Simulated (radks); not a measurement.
Effect of the nuclear size on neutral dysprosium, [Xe] 4f10 6s2. Method: Dirac Kohn-Sham, PBE, spin-unpolarised, spherical densities, finite nucleus; open shells are shared between the two j in proportion to 2j + 1; Fermi nuclear charge, rms radius 5.2218 fm; computed with a radial shooting solver on a logarithmic mesh with Libxc functionals. The rms radius is varied about that value; shifts are against it.

rms radius (fm)  total energy shift (eV)  density at nucleus (e/bohr^3)  1s1/2 shift (meV)  2s1/2 shift (meV)  5s1/2 shift (meV)  5p1/2 shift (meV)  6s1/2 shift (meV)  4f7/2 shift (meV)  6p1/2 (empty) shift (meV)
4.5221                             -6.56                      7.698e+05              -2700               -354              -2.64              0.307             -0.098              0.502                      0.101
4.992                              -2.23                      7.494e+05               -917               -120             -0.896              0.104             -0.033              0.171                      0.034
5.2218                                 0                      7.403e+05              0.000              0.000              0.000              0.000              0.000              0.000                      0.000
5.4046                              1.83                      7.334e+05                751               98.4              0.734             -0.085              0.027             -0.140                     -0.028
6.4855                              13.6                      6.979e+05               5570                730               5.44             -0.633              0.202              -1.04                     -0.208

Slopes of the eigenvalues against <r^2> in GHz/fm^2, as finite differences over the two radii next to the reference (eigenvalue slopes, not the field-shift constants of lines): 1s1/2 94000, 2s1/2 12300, 5s1/2 91.9, 5p1/2 -10.7, 6s1/2 3.41, 4f7/2 -17.5, 6p1/2 (empty) -3.51.
